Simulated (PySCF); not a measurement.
## Simulated absorption spectrum

SiH2Me(NHMe), C₂H₉NSi.
Cartesian coordinates in Å at the PBE0-D3(BJ)/def2-SVP level; atoms count from 1:
```xyz
13
C2H9NSi angstrom
Si     0.561    0.586    0.236
H      0.794    0.513    1.714
H      1.926    0.660   -0.398
C     -0.385    2.132   -0.241
H      0.172    3.026    0.080
H     -1.379    2.156    0.230
H     -0.515    2.198   -1.332
N     -0.372   -0.806   -0.210
C     -0.034   -2.158    0.159
H     -0.910   -0.741   -1.068
H      0.681   -2.655   -0.527
H      0.425   -2.167    1.161
H     -0.933   -2.796    0.218
```

Theory: TDDFT wB97X-D/def2-SVPD, vertical, gas phase, core orbitals frozen in the response (PySCF).

Computed states:

```
state  E (eV)       f
   S1    6.22  0.0024
   S2    6.79  0.0065
   S3    7.43   0.046
   S4    7.51   0.028
   S5    7.97  0.0009
   S6    8.50   0.087
   S7    8.59   0.079
   S8    8.79   0.027
   S9    8.89   0.042
  S10    8.93   0.103
```

Each state is given a Gaussian of 0.25 eV full width at half maximum, with ε(max) = 2.175×10⁸ f / Δν̃ (Δν̃ the width in cm⁻¹). The width is an assumption, not a result. The curve ends short of the highest state used, and states not computed would add to its high-energy end.

Question: Give the broadened spectrum and its maxima.

Answer: 
(λ (nm), ε (L mol⁻¹ cm⁻¹)): (148.8, 3079), (151.0, 240), (153.2, 57), (155.4, 96), (157.6, 70), (159.7, 236), (161.9, 1712), (164.1, 5386), (166.3, 7530), (168.5, 4928), (170.6, 1671), (172.8, 274), (175.0, 37), (177.2, 103), (179.4, 360), (181.6, 657), (183.7, 658), (185.9, 376), (188.1, 127), (190.3, 31), (192.5, 33), (194.6, 94), (196.8, 194), (199.0, 256), (201.2, 220), (203.4, 128), (205.5, 54), (207.7, 16), (209.9, 3), (212.1, 0)

Maxima: 199 nm (6.22 eV), ε about 260, made up of S1 (100%); 183 nm (6.79 eV), ε about 700, made up of S2 (100%); 166 nm (7.46 eV), ε about 7500, made up of S3 (64%) and S4 (36%); 156 nm (7.97 eV), ε about 96, made up of S5 (100%) (ε in L mol⁻¹ cm⁻¹; maxima over ε = 5, shares over 10%). At its high-energy end, 8.33 eV, the curve is still rising (ε about 3000, from S6 and S7).

Question: What would ε be at 7.46 eV, the highest of these maxima, with half the width (0.125 eV)?

Answer: About 12700 L mol⁻¹ cm⁻¹ against 7540, a factor of about 1.7; a lone state at its own centre would give exactly 2.

Question: On this curve, what absorbance would a 10⁻⁴ mol/L sample give at 193 nm over a 1 cm path?

Answer: 193 nm is 6.424 eV, where ε is about 43 L mol⁻¹ cm⁻¹, so A = ε c l ≈ 0.0043 (Beer–Lambert, with the gas-phase spectrum and the assumed width).

Question: Coming from long wavelengths, where does ε first pass 100 L mol⁻¹ cm⁻¹?

Answer: At about 204 nm (6.08 eV), 0.14 eV below S1.

From S9 up the states lie above the vertical ionisation energy of 8.82 eV (ΔSCF), that is within the continuum, which a finite basis only mimics.

The run took 36 s of wall time (with the writing of density and orbital grids) on Arm Neoverse V1, one thread (shared host), and the process peaked at 0.75 GiB of memory.

One conformer stands for the species.
